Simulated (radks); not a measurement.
Results of a calculation; reference values are marked as such.
Q: Valence configurations of Ni+ (all share [Ar]). Code: a radial shooting solver on a logarithmic mesh with Libxc functionals. Model: non-relativistic Kohn-Sham, SCAN, spin-polarised, spherical densities, point nucleus; open shells are filled with parallel spins first; meta-GGA in the generalised Kohn-Sham scheme. Order these by energy: 3d8.5 4s0.5; 3d6 4p3; 3d8 4p1; 3d7 4s1 4p1; 3d8.5 4p0.5; 3d9; 3d7.5 4p1.5; 3d7 4p2.

A: From the lowest, in eV above it: 3d9 0.000; 3d8.5 4s0.5 0.833; 3d8.5 4p0.5 3.510; 3d8 4p1 7.780; 3d7 4s1 4p1 12.470; 3d7.5 4p1.5 12.937; 3d7 4p2 19.151; 3d6 4p3 34.887. NIST lists [Ar] 3d9 as the ground configuration; this level of theory agrees among the configurations tried. The energies are those of spherical high-spin densities, not of single terms. No valid solution was reached for [Ar] 3d7 4s2; [Ar] 3d8 4s1.
